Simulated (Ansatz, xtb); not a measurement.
Species: AlF2, charge 1, multiplicity 1. It need not be the lowest isomer of its formula. 
Geometry from a B3LYP-D3(BJ)/def2-TZVP (Ansatz, a first-principles code) optimisation:
```
Al
F 1 1.5918
F 1 1.5918 2 180.00
```
Charge +1, spin multiplicity 1.

Harmonic wavenumbers from GFN2-xTB (xtb, at its own minimum), cm⁻¹: 242, 242, 658, 1031.

Problem. Give the harmonic wavenumbers at B3LYP-D3(BJ)/def2-TZVP (Ansatz, finite differences of forces, unscaled).

Solution. 187, 187, 755, 1159 cm⁻¹. Zero-point energy 3.3 kcal/mol.

Problem. From these and the geometry, give the ideal-gas thermochemistry at 298.15 K and 1 atm (rigid rotor, harmonic oscillator).

Solution. Point group D∞h, rotational symmetry number 2. Rotational constants 5.249, 5.249 GHz. S(trans) 38.43, S(rot) 14.67, S(vib) 4.82, S(elec, spin only) 0.00, S 57.9 cal/(mol K). H(298) - H(0) 2.87 kcal/mol; G - E(el) -11.1 kcal/mol.
